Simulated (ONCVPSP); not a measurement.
**Scattering properties, ONCV potential for Os (Z = 76)**

ONCVPSP 4.0.1 input, shortened (lines: element, Z, core and valence counts, functional; n l f; lmax; l rc ep ncon nbas qcut; lloc lpopt rc5 dvloc0; l nproj debl; icmod fcfact rcfact), PBEsol, scalar-relativistic:

```
  Os 76.00   10    4  -116133      upf
    1    0    2.00
    2    0    2.00
    2    1    6.00
    3    0    2.00
    3    1    6.00
    3    2   10.00
    4    0    2.00
    4    1    6.00
    4    2   10.00
    4    3   14.00
    5    0    2.00
    5    1    6.00
    5    2    6.00
    6    0    2.00
    2
    0    1.85    0.00    3    7    6.90
    1    1.40    0.00    3    6   11.50
    2    2.20    0.00    5   10    7.70
    4    2    1.05    6.00
    0    2    3.10
    1    1    2.10
    2    1    1.10
    0    0.00    0.00
```

The phase is arctan(r·R′/R) of the radial function R(r), unwrapped; energies in Ha, scanned from -5 to 5 Ha. A pole is an energy at which the radial function vanishes at the test radius. The pseudo phase is shifted by a multiple of π to meet the all-electron one at the reference energy, and phase errors are pseudo minus all-electron; the curves can meet again beyond the range given. Levels narrower than the energy grid can be missing from the lists of poles.

```
channel  radius (bohr)  reference energy (Ha)  poles, all-electron  poles, pseudo  unbroken range about the reference energy with phases within 0.05 rad  phase error 1 Ha above the reference energy (rad)
      s           1.88                  -0.23          -3.21, 4.15    -3.21, 4.08                                                        the whole range                                             -0.000
      p           1.42                  -1.87                 0.08           0.04                                                              below 3.1                                             -0.001
      d           2.23                  -0.23           0.26, 4.95     0.26, 4.74                                                              below 1.7                                             -0.003
```

Phases in the p channel:

| E (Ha) | all-electron | pseudo |
| --- | --- | --- |
| -4.96 | 1.070 | 1.067 |
| -4.48 | 0.963 | 0.959 |
| -4.00 | 0.783 | 0.776 |
| -3.52 | 0.443 | 0.435 |
| -3.04 | -0.153 | -0.161 |
| -2.56 | -0.760 | -0.762 |
| -2.08 | -1.112 | -1.112 |
| -1.60 | -1.300 | -1.300 |
| -1.12 | -1.413 | -1.414 |
| -0.64 | -1.490 | -1.491 |
| -0.16 | -1.547 | -1.550 |
| 0.32 | -1.593 | -1.598 |
| 0.80 | -1.634 | -1.640 |
| 1.28 | -1.672 | -1.681 |
| 1.76 | -1.710 | -1.724 |
| 2.24 | -1.751 | -1.772 |
| 2.72 | -1.798 | -1.831 |
| 3.20 | -1.855 | -1.908 |
| 3.68 | -1.929 | -2.023 |
| 4.16 | -2.036 | -2.213 |
| 4.64 | -2.203 | -2.571 |
